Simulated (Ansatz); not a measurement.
`[NH2][Al]1[CH2][CH]1Cl`, charge 0, multiplicity 1.

(1) Give a relaxed structure at PBE0-D4/def2-TZVP (Ansatz 0.2.0). (Estimate.)

Answers

(1) Computed: 
Z-matrix (Å, degrees):
```
Al
C 1 1.915
C 1 1.888 2 48.2
N 1 1.755 2 157.1 3 157.2
Cl 1 2.497 2 74.4 3 -47.2
H 2 1.090 1 132.1 3 106.7
H 2 1.095 1 112.3 3 -100.7
H 3 1.084 1 162.0 2 125.4
H 4 1.006 1 124.3 2 37.5
H 4 1.007 1 124.6 2 -151.6
```
This is one stationary point; other conformers may exist.
